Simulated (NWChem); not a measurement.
System: MgHF; SMILES [F][MgH]

```xyz
3

Mg    -0.0009    -0.5924     0.0000
H     -0.0055    -2.2802     0.0000
F      0.0008     1.1687     0.0000
```
Atoms are numbered in this order, from 1.

STO-3G and 3-21G are far too small for this property and stand as cheap habits. All runs use the structure optimised with PBE0/def2-SVP.

Q: Give the principal values of the shielding tensors (ppm) of Mg1, F3 from Hartree-Fock/STO-3G, GIAO (NWChem), with their diamagnetic and paramagnetic parts as GIAO splits them.

A: 
```
atom    σ11    σ22    σ33  isotropic  diamagnetic  paramagnetic
----  -----  -----  -----  ---------  -----------  ------------
Mg1   358.5  358.5  694.5      470.5        696.6        -226.1
F3    482.7  521.8  521.8      508.7        461.3          47.5
```
